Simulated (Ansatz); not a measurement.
The cluster Na2Pb⁻, relaxed as a doublet with UKS PBE0-D4/def2-TZVPD in Ansatz, starting from the GFN1-xTB geometry. Force threshold 0.02 eV/Å.

In the def2 sets Pb takes a core potential; there is no spin–orbit coupling. The charge -1 doublet is spin-contaminated (final ⟨S²⟩ up to 1.41, 0.75 for a pure state). The structure comes from a short search, and lower isomers may exist.

Start:

```xyz
3

Na   -1.028   -0.937    0.877
Na   -0.245    1.680   -0.107
Pb    1.273   -0.743   -0.770
```

| step | energy (eV) | largest force component (eV/Å) | SCF passes |
| --- | --- | --- | --- |
| 1 | -14076.3157 | 0.730 | 27 |
| 2 | -14076.4606 | 0.455 | 36 |
| 3 | -14076.5856 | 0.140 | 31 |
| 4 | -14076.6181 | 0.033 | 27 |
| 5 | -14076.6189 | 0.007 | 28 |

Force components are those of the run's own axes.

End:

```xyz
3

Na   -1.173   -1.423    1.060
Na   -0.053    2.104   -0.312
Pb    1.227   -0.681   -0.748
```

By distances, no bond broke or formed, bridged metal pairs apart. The bond that changes most is Na1–Na2, from 2.90 to 3.95 Å (atoms count from 1). Metal–metal contacts that move far: Na1–Na2 2.90 to 3.95 Å. The end is the same structure that another start reached, the lowest one found.

No frequencies were taken in this run, so the end may be a saddle point.

Run time 9.5 s (4 threads of Intel Xeon Platinum 8488C on a shared host).
